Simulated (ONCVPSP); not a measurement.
## Logarithmic derivatives: Cl, ONCV

| Quantity | Value |
| --- | --- |
| Element | Cl (Z = 17) |
| Generator | ONCVPSP 4.0.1 |
| Type | optimised norm-conserving Vanderbilt (ONCV) |
| Functional | PBE |
| Relativity | scalar-relativistic |
| Frozen core | [Ne] |
| Valence charge | 7 |
| Reference configuration | 3s2 3p2 (charge +3) |
| Partial waves | 3s: rc 1.30 bohr, ncon 5, nbas 9, qcut 6.3 1/bohr, 2 projectors, debl 3.5 Ha; 3p: rc 1.35 bohr, ncon 4, nbas 7, qcut 5.3 1/bohr, 2 projectors, debl 2.7 Ha |
| Local potential | polynomial inside 0.90 bohr (lpopt 5, dvloc0 4 Ha) |
| Core correction | none |

The phase is arctan(r·R′/R) of the radial function R(r), unwrapped; energies in Ha, scanned from -4 to 5 Ha. A pole is an energy at which the radial function vanishes at the test radius. The pseudo phase is shifted by a multiple of π to meet the all-electron one at the reference energy, and phase errors are pseudo minus all-electron; the curves can meet again beyond the range given. Levels narrower than the energy grid can be missing from the lists of poles.

| channel | radius (bohr) | reference energy (Ha) | poles, all-electron | poles, pseudo | unbroken range about the reference energy with phases within 0.05 rad | phase error 1 Ha above the reference energy (rad) |
| --- | --- | --- | --- | --- | --- | --- |
| s | 1.32 | -2.16 | 1.60 | 1.60, 4.71 | below 4.0 | -0.000 |
| p | 1.37 | -1.66 | 1.62 | 1.62 | below 4.9 | -0.000 |

Note: no bound ghost flagged; GHOST(+) flagged for s at 130.3 eV.

Phases in the p channel:

```tsv
E (Ha)	all-electron	pseudo
-3.98	0.898	0.894
-3.74	0.819	0.816
-3.50	0.719	0.716
-3.26	0.590	0.587
-3.02	0.422	0.420
-2.78	0.211	0.209
-2.54	-0.038	-0.039
-2.30	-0.302	-0.302
-2.06	-0.547	-0.547
-1.82	-0.753	-0.753
-1.58	-0.915	-0.915
-1.34	-1.041	-1.041
-1.10	-1.139	-1.139
-0.86	-1.217	-1.217
-0.62	-1.280	-1.280
-0.38	-1.331	-1.331
-0.14	-1.375	-1.375
0.10	-1.412	-1.412
0.34	-1.444	-1.444
0.58	-1.472	-1.472
0.82	-1.498	-1.498
1.06	-1.522	-1.522
1.30	-1.543	-1.543
1.54	-1.564	-1.564
1.78	-1.583	-1.583
2.02	-1.602	-1.602
2.26	-1.621	-1.621
2.50	-1.639	-1.640
2.74	-1.658	-1.659
2.98	-1.677	-1.679
3.22	-1.698	-1.701
3.46	-1.719	-1.724
3.70	-1.743	-1.750
3.94	-1.768	-1.778
4.18	-1.797	-1.812
4.42	-1.831	-1.853
4.66	-1.870	-1.904
4.90	-1.917	-1.969
```
